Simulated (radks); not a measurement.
Task: All-electron atom: Ho42+ in [Ar] 3d7. Calculated with a radial shooting solver on a logarithmic mesh with Libxc functionals: Dirac Kohn-Sham, PBE, spin-unpolarised, spherical densities, finite nucleus; open shells fill j = l - 1/2 first; Fermi nuclear charge, rms radius 5.2022 fm. Some entries of the table are withheld. Estimate them.

orbital,occ.,eigenvalue (eV),<1/r> (bohr^-1)
1s1/2,2,-57612.38,76.04
2s1/2,2,-11402.60,18.33
2p1/2,2,(1),(2)
2p3/2,4,(3),(4)
3s1/2,2,-4015.888,(5)
3p1/2,2,-3835.639,6.888
3p3/2,4,-3638.448,6.288
3d3/2,4,(6),(7)
3d5/2,3,(8),(9)

Result: 
(1) 2p1/2 eigenvalue (eV): -10970.98
(2) 2p1/2 <1/r> (bohr^-1): 18.29
(3) 2p3/2 eigenvalue (eV): -10107.18
(4) 2p3/2 <1/r> (bohr^-1): 15.95
(5) 3s1/2 <1/r> (bohr^-1): 6.966
(6) 3d3/2 eigenvalue (eV): -3346.177
(7) 3d3/2 <1/r> (bohr^-1): 6.167
(8) 3d5/2 eigenvalue (eV): -3301.477
(9) 3d5/2 <1/r> (bohr^-1): 6.020
